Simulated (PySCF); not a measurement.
C2F3 (SMILES F[C]=C(F)F), doublet, at a GFN2-xTB geometry; R2SCAN/def2-SVP (PySCF).

Here is a job for PySCF.
```python
from pyscf import gto, scf, dft

mol = gto.M(
    atom='''
F     1.318002    0.007397    1.486180
C     0.379029   -0.500685    0.738838
C    -0.290493   -0.064396   -0.288683
F    -0.155352    1.135196   -0.878861
F    -1.221674   -0.765873   -0.907422
''',
    basis='def2-svp',
    charge=0,
    spin=1,
    verbose=4,
)

mf = dft.UKS(mol)
mf.xc = 'r2scan'
mf.kernel()
```

Output, abridged:

```
PySCF version 2.14.0

[INPUT] verbose = 4
[INPUT] num. atoms = 5
[INPUT] num. electrons = 39
[INPUT] charge = 0
[INPUT] spin (= nelec alpha-beta = 2S) = 1
[INPUT] symmetry False subgroup None
[INPUT] Mole.unit = angstrom
[INPUT] Symbol           X                Y                Z      unit          X                Y                Z       unit  Magmom
[INPUT]  1 F      1.318002000000   0.007397000000   1.486180000000 AA    2.490662811629   0.013978304143   2.808473171806 Bohr   0.0
[INPUT]  2 C      0.379029000000  -0.500685000000   0.738838000000 AA    0.716261003268  -0.946157524678   1.396201470421 Bohr   0.0
[INPUT]  3 C     -0.290493000000  -0.064396000000  -0.288683000000 AA   -0.548952211103  -0.121690803517  -0.545531806818 Bohr   0.0
[INPUT]  4 F     -0.155352000000   1.135196000000  -0.878861000000 AA   -0.293572732903   2.145209537702  -1.660806591561 Bohr   0.0
[INPUT]  5 F     -1.221674000000  -0.765873000000  -0.907422000000 AA   -2.308629273502  -1.447290216199  -1.714779059405 Bohr   0.0

nuclear repulsion = 161.778173131543
number of shells = 30
number of NR pGTOs = 120
number of NR cGTOs = 70
basis = def2-svp
ecp = {}

******** <class 'pyscf.dft.uks.UKS'> ********
method = UKS
initial guess = minao
damping factor = 0
level_shift factor = 0
DIIS = <class 'pyscf.scf.diis.CDIIS'>
diis_start_cycle = 1
diis_space = 8
diis_damp = 0
SCF conv_tol = 1e-09
SCF conv_tol_grad = None
SCF max_cycles = 50
direct_scf = True
direct_scf_tol = 1e-13
number electrons alpha = 20  beta = 19
XC library pyscf.dft.libxc version 7.1.2
    S. Lehtola, C. Steigemann, M. J. T. Oliveira, and M. A. L. Marques,  SoftwareX 7, 1–5 (2018)
XC functionals = r2scan
    J. W. Furness, A. D. Kaplan, J. Ning, J. P. Perdew, and J. Sun,  J. Phys. Chem. Lett. 11, 8208–8215 (2020)
    J. W. Furness, A. D. Kaplan, J. Ning, J. P. Perdew, and J. Sun,  J. Phys. Chem. Lett. 11, 9248–9248 (2020)
    J. W. Furness, A. D. Kaplan, J. Ning, J. P. Perdew, and J. Sun,  J. Phys. Chem. Lett. 11, 8208–8215 (2020)
    J. W. Furness, A. D. Kaplan, J. Ning, J. P. Perdew, and J. Sun,  J. Phys. Chem. Lett. 11, 9248–9248 (2020)
radial grids:
    Treutler-Ahlrichs [JCP 102, 346 (1995); DOI:10.1063/1.469408] (M4) radial grids

becke partition: Becke, JCP 88, 2547 (1988); DOI:10.1063/1.454033
pruning grids: <function nwchem_prune>
grids dens level: 3
symmetrized grids: False
atomic radii adjust function: <function treutler_atomic_radii_adjust>
small_rho_cutoff = 0
Set gradient conv threshold to 3.16228e-05
tot grids = 71024
init E= -375.849059045286

cycle= 1 E= -375.059713026686  delta_E= 0.789  |g|= 0.482  |ddm|= 1.92
cycle= 2 E= -374.879402905857  delta_E= 0.18  |g|= 0.874  |ddm|=    1
cycle= 3 E= -375.135439580262  delta_E= -0.256  |g|= 0.0768  |ddm|=  0.7
cycle= 4 E= -375.137165826653  delta_E= -0.00173  |g|= 0.0452  |ddm|= 0.0933
cycle= 5 E= -375.138044949488  delta_E= -0.000879  |g|= 0.0118  |ddm|= 0.0455
cycle= 6 E= -375.138132679751  delta_E= -8.77e-05  |g|= 0.00777  |ddm|= 0.0203
cycle= 7 E= -375.13817036887  delta_E= -3.77e-05  |g|= 0.00281  |ddm|= 0.0107
cycle= 8 E= -375.138191773721  delta_E= -2.14e-05  |g|= 0.00129  |ddm|= 0.011
cycle= 9 E= -375.138196213274  delta_E= -4.44e-06  |g|= 0.00082  |ddm|= 0.00601
cycle= 10 E= -375.138196706637  delta_E= -4.93e-07  |g|= 0.000503  |ddm|= 0.00184
cycle= 11 E= -375.138196835082  delta_E= -1.28e-07  |g|= 7.61e-05  |ddm|= 0.000821
cycle= 12 E= -375.138196833942  delta_E= 1.14e-09  |g|= 0.00011  |ddm|= 0.00016
cycle= 13 E= -375.138196838098  delta_E= -4.16e-09  |g|= 1.43e-05  |ddm|= 0.000101
cycle= 14 E= -375.138196838144  delta_E= -4.6e-11  |g|= 1.08e-05  |ddm|= 2.32e-05
Extra cycle  E= -375.138196838005  delta_E= 1.39e-10  |g|= 2.02e-05  |ddm|= 2.7e-05
converged SCF energy = -375.138196838005  <S^2> = 0.76559789  2S+1 = 2.0155375
```
